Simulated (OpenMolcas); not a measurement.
## Co2+, Rh2+, Ir2+: d⁷ down the group

| Item | Value |
| --- | --- |
| Program | OpenMolcas |
| Method | SS-CASPT2, IPEA 0.25 Eh, imaginary shift 0.1 Eh |
| Basis | ANO-RCC-VTZP |
| Scalar Hamiltonian | DKH2, point nucleus |
| Spin-orbit coupling | state interaction with AMFI integrals over the reference wave functions, term energies averaged over their components |

Active space for each ion: 7 electrons in 5 orbitals (d); closed shells correlated by CASPT2: Co2+ 3s 3p; Rh2+ 4s 4p; Ir2+ 5s 5p.

Computed levels in cm-1 above ⁴F_9/2:

| Level | Co2+ | Rh2+ | Ir2+ |
| --- | --- | --- | --- |
| ⁴F_7/2 | 856 | 2090 | 7630 |
| ⁴F_5/2 | 1482 | 3420 | 9230 |
| ⁴P_5/2 | 15530 | 11800 | 14430 |
| ⁴P_1/2 | 16220 | 13290 | 17860 |
| ²G_9/2 | 16870 | 13760 | 16390 |
| ²G_7/2 | 17690 | 15830 | 22160 |
| ²H_11/2 | 22660 | 18230 | 21960 |
| ²P_1/2 | 22860 | 19920 | 29210 |
| ²D_5/2(1) | 23260 | 19260 | 25090 |
| weight of ⁴F in the lowest level (%) | 100 | 98 | 86 |

Mixed levels, with the weight of the term that names them: Ir2+ ⁴F_5/2 (64 %), Ir2+ ⁴P_1/2 (75 %), Ir2+ ²G_9/2 (62 %), Ir2+ ²P_1/2 (75 %), Ir2+ ²D_5/2(1) (74 %).

Measured, with the error of the calculation in %. Measured levels: Co2+ from Sugar and Corliss, J. Phys. Chem. Ref. Data 10, 1097 (1981); Rh2+ from the list in Shadmi, J. Res. Natl. Bur. Stand. 70A, 435 (1966).

```csv
Level,Co2+,Rh2+
⁴F_7/2,841 (+1.8),2148 (-2.8)
⁴F_5/2,1451 (+2.1),3486 (-1.8)
⁴P_5/2,15202 (+2.1),11062 (+6.7)
⁴P_1/2,15811 (+2.6),
²G_9/2,16978 (-0.6),
²G_7/2,17766 (-0.4),
²H_11/2,22720 (-0.3),
²D_5/2(1),23059 (+0.9),
```

The fine-structure level ⁴F_5/2 changes by a factor of 6.23 from Co2+ to Ir2+.

Without spin-orbit coupling ⁴P lies 14970, 10460, 9060 cm-1 above ⁴F in that order; the difference to the level ⁴P_5/2, of either sign, comes from spin-orbit coupling, which also lowers the zero.

CASPT2 does not keep the components of a term degenerate, so their means are used; among the terms shown or strongly mixed into the levels shown the widest spread is 1100 cm-1 (3d⁷ ²H, Co2+). Terms from blocks run as CI alone lack orbitals of their own. The CASPT2 spread within a term exceeds the gap to the next term for 3d⁷ ²P and 3d⁷ ²H, 3d⁷ ²H and 3d⁷ ²D(1), so the order of their levels is uncertain (figures for Co2+; the like holds for Rh2+, Ir2+). Levels of configurations with an s electron are missing; early in the row they begin among the upper levels of the d shell and mix with terms of their name (holds for Rh2+). Configurations with an s electron lie low in 5d ions of this charge, fall among these levels and mix in, so low-spin terms can stand far too high, up to twice their true height, and weights are not those of the real levels (holds for Ir2+). Computed and measured levels are paired by configuration, term and J; levels that our copy of the source lacks, or whose pairing is in doubt (as where it misses far off the trend of its configuration), stay unpaired and out of the deviations. Only configurations of the active space appear.

A number in round brackets counts repeated terms of one configuration in the order of the reference energies.
